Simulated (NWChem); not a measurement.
System: C2H7AlO2; SMILES CC[O][AlH][OH]

NWChem input:

```
start job
memory heap 200 mb stack 900 mb global 1100 mb
geometry units angstroms noautosym nocenter noautoz
  Al    -0.546618     1.039203    -0.028009
  H     -2.104874     0.841120    -0.111330
  O      0.022444     2.637127     0.046961
  H      0.945328     2.890124     0.101261
  O      0.580451    -0.220315    -0.008680
  C      0.792700    -1.592430    -0.028762
  C     -0.481707    -2.408470     0.072883
  H      1.330026    -1.864254    -0.957660
  H      1.469964    -1.863948     0.803353
  H     -1.157445    -2.196043    -0.771044
  H     -0.258721    -3.486725     0.065986
  H     -1.022512    -2.179565     1.005278
end
basis spherical
  Al library 6-31g*
  H library 6-31g*
  O library 6-31g*
  C library 6-31g*
end
dft
  xc hfexch
  iterations 150
  mulliken
end
task dft energy
esp
  recalculate
  probe 0.07
  range 0.3
  factor 1.0
  spacing 0.02
end
task esp
```

NWChem printed, in part:

```
             Northwest Computational Chemistry Package (NWChem) 7.3.0
             --------------------------------------------------------

                             Geometry "geometry" -> ""
                             -------------------------

 Output coordinates in angstroms (scale by  1.889725989 to convert to a.u.)

  No.       Tag          Charge          X              Y              Z
 ---- ---------------- ---------- -------------- -------------- --------------
    1 Al                  13.0000    -0.54661800     1.03920300    -0.02800900
    2 H                    1.0000    -2.10487400     0.84112000    -0.11133000
    3 O                    8.0000     0.02244400     2.63712700     0.04696100
    4 H                    1.0000     0.94532800     2.89012400     0.10126100
    5 O                    8.0000     0.58045100    -0.22031500    -0.00868000
    6 C                    6.0000     0.79270000    -1.59243000    -0.02876200
    7 C                    6.0000    -0.48170700    -2.40847000     0.07288300
    8 H                    1.0000     1.33002600    -1.86425400    -0.95766000
    9 H                    1.0000     1.46996400    -1.86394800     0.80335300
   10 H                    1.0000    -1.15744500    -2.19604300    -0.77104400
   11 H                    1.0000    -0.25872100    -3.48672500     0.06598600
   12 H                    1.0000    -1.02251200    -2.17956500     1.00527800

 Effective nuclear repulsion energy (a.u.)     221.1963648822

  xc_inp: hfexch multiplicative factor not found.

                                 NWChem DFT Module
                                 -----------------

 Summary of "ao basis" -> "ao basis" (spherical)
 ------------------------------------------------------------------------------
       Tag                 Description            Shells   Functions and Types
 ---------------- ------------------------------  ------  ---------------------
 Al                          6-31g*                  8       18   4s3p1d
 H                           6-31g*                  2        2   2s
 O                           6-31g*                  6       14   3s2p1d
 C                           6-31g*                  6       14   3s2p1d

            General Information
            -------------------
          SCF calculation type: DFT
          Wavefunction type:  closed shell.
          No. of atoms     :    12
          No. of electrons :    48
           Alpha electrons :    24
            Beta electrons :    24
          Charge           :     0
          Spin multiplicity:     1
          Use of symmetry is: off; symmetry adaption is: off
          Maximum number of iterations: 150
          AO basis - number of functions:    88
                     number of shells:    46
          Convergence on energy requested:  1.00D-06
          Convergence on density requested:  1.00D-05
          Convergence on gradient requested:  5.00D-04

              XC Information
              --------------
                     Hartree-Fock (Exact) Exchange  1.000

      Superposition of Atomic Density Guess
      -------------------------------------

 Sum of atomic energies:        -470.17549124

      Non-variational initial energy
      ------------------------------

 Total energy =    -472.233304
 1-e energy   =   -1086.575810
 2-e energy   =     393.146141
 HOMO         =      -0.355065
 LUMO         =       0.000026

     ---------------------------------------------
      Total Density - Mulliken Population Analysis
     ---------------------------------------------

    Atom       Charge   Shell Charges
 -----------   ------   -------------------------------------------------------
    1 Al  13    11.77   2.00  2.00  5.97  0.65  0.63  0.22  0.11  0.18
    2 H    1     1.06   0.44  0.62
    3 O    8     9.15   2.00  0.94  3.20  0.91  2.09  0.01
    4 H    1     0.44   0.35  0.09
    5 O    8     8.96   2.00  0.93  3.18  0.89  1.96  0.01
    6 C    6     5.95   2.00  0.69  1.78  0.57  0.85  0.07
    7 C    6     6.71   2.00  0.72  2.05  0.68  1.23  0.03
    8 H    1     0.82   0.48  0.34
    9 H    1     0.82   0.48  0.34
   10 H    1     0.77   0.47  0.31
   11 H    1     0.76   0.46  0.31
   12 H    1     0.77   0.47  0.31

   convergence    iter        energy       DeltaE   RMS-Dens  Diis-err
 ---------------- ----- ----------------- --------- --------- ---------
 d= 0,ls=0.0,diis     1   -471.4083722897 -6.93D+02  8.06D-03  9.96D-01
 d= 0,ls=0.0,diis     2   -471.4920906668 -8.37D-02  3.22D-03  3.60D-01
 d= 0,ls=0.0,diis     3   -471.5256180215 -3.35D-02  8.26D-04  6.21D-03
 d= 0,ls=0.0,diis     4   -471.5267422609 -1.12D-03  1.56D-04  1.56D-04
 d= 0,ls=0.0,diis     5   -471.5267723840 -3.01D-05  4.03D-05  1.94D-05
  Resetting Diis
 d= 0,ls=0.0,diis     6   -471.5267754225 -3.04D-06  1.48D-05  1.59D-06
 d= 0,ls=0.0,diis     7   -471.5267757175 -2.95D-07  4.28D-06  1.90D-07

         Total DFT energy =     -471.526775717544
      One electron energy =    -1091.558766813423
           Coulomb energy =      446.509077096278
    Exchange-Corr. energy =      -47.673450882600
 Nuclear repulsion energy =      221.196364882201

 Numeric. integr. density =        0.000000000000

                       DFT Final Molecular Orbital Analysis
                       ------------------------------------

 Vector   22  Occ=2.000000D+00  E=-4.781544D-01
              MO Center= -1.1D+00,  1.9D-01, -5.4D-02, r^2= 3.7D+00
   Bfn.  Coefficient  Atom+Function         Bfn.  Coefficient  Atom+Function
  ----- ------------  ---------------      ----- ------------  ---------------
    20      0.287329   2 H  s                 7     -0.250566   1 Al px
    19      0.247530   2 H  s                 6      0.217210   1 Al s
    39     -0.161184   5 O  px               68     -0.155004   7 C  py
    43     -0.142143   5 O  px               40     -0.139933   5 O  py
    53      0.140338   6 C  px                2     -0.114296   1 Al s

 Vector   23  Occ=2.000000D+00  E=-4.306027D-01
              MO Center=  2.9D-01, -6.5D-01, -1.3D-01, r^2= 3.1D+00
   Bfn.  Coefficient  Atom+Function         Bfn.  Coefficient  Atom+Function
  ----- ------------  ---------------      ----- ------------  ---------------
    41      0.334135   5 O  pz               45      0.295962   5 O  pz
    39     -0.285930   5 O  px               43     -0.236022   5 O  px
    80      0.204318   8 H  s                55     -0.195813   6 C  pz
    79      0.182218   8 H  s                20     -0.157012   2 H  s
    53      0.137448   6 C  px               67     -0.133594   7 C  px

 Vector   24  Occ=2.000000D+00  E=-4.287401D-01
              MO Center=  2.2D-01, -5.9D-01,  7.2D-02, r^2= 3.3D+00
   Bfn.  Coefficient  Atom+Function         Bfn.  Coefficient  Atom+Function
  ----- ------------  ---------------      ----- ------------  ---------------
    39      0.305583   5 O  px               41      0.305396   5 O  pz
    45      0.270711   5 O  pz               43      0.251752   5 O  px
    82     -0.204276   9 H  s                20      0.186387   2 H  s
    55     -0.180468   6 C  pz               81     -0.181053   9 H  s
    53     -0.149765   6 C  px               67      0.131607   7 C  px

 Vector   25  Occ=0.000000D+00  E= 9.755856D-02
              MO Center= -6.1D-01,  1.0D+00, -6.4D-02, r^2= 5.8D+00
   Bfn.  Coefficient  Atom+Function         Bfn.  Coefficient  Atom+Function
  ----- ------------  ---------------      ----- ------------  ---------------
    13      0.930278   1 Al pz               29     -0.218324   3 O  pz
    45     -0.193553   5 O  pz                9      0.178352   1 Al pz
    25     -0.149208   3 O  pz               41     -0.141199   5 O  pz
    80     -0.106308   8 H  s                 5     -0.098665   1 Al pz
    59     -0.088814   6 C  pz               82      0.081110   9 H  s

[...]

                     NWChem Electrostatic Potential Fit Module
                     -----------------------------------------

 Atom parameters

 Number of atoms is                                   12
 Number of basis functions is                         88

 Grid parameters

 Maximum number of grid points is                  46936
 Number of grid points is                          46935
 Grid range                                     0.300000 nm
 Grid spacing                                   0.020000 nm
 Probe radius                                   0.070000 nm
 Atom radius factor                             1.000000

 Atomic radii

    1    0.100000
    6    0.147000
    8    0.136000
   13    0.195000
 FASTESP  F
  using M.O. file = ./job.movecs

    Atom              Coordinates                           Charge

                                                  ESP

    1 Al   -0.054662    0.103920   -0.002801    1.254845
    2 H    -0.210487    0.084112   -0.011133   -0.315760
    3 O     0.002244    0.263713    0.004696   -0.931276
    4 H     0.094533    0.289012    0.010126    0.453344
    5 O     0.058045   -0.022032   -0.000868   -0.782434
    6 C     0.079270   -0.159243   -0.002876    0.577390
    7 C    -0.048171   -0.240847    0.007288   -0.219189
    8 H     0.133003   -0.186425   -0.095766   -0.072758
    9 H     0.146996   -0.186395    0.080335   -0.072515
   10 H    -0.115745   -0.219604   -0.077104    0.034030
   11 H    -0.025872   -0.348673    0.006599    0.034382
   12 H    -0.102251   -0.217957    0.100528    0.039942
                                            ------------
                                                0.000000

 Dipole moment                                  0.743903

 Quadrupole moment Qxx                         -2.829690
                   Qyy                         -1.995701
                   Qzz                          4.825391

 RMS deviation kJ/mol                           0.051452

 RRMS %                                        27.458719
```

Level: Hartree-Fock/6-31G* (spherical d). All runs use the structure optimised with PBE0/def2-SVP. Not confirmed as a minimum by frequencies.
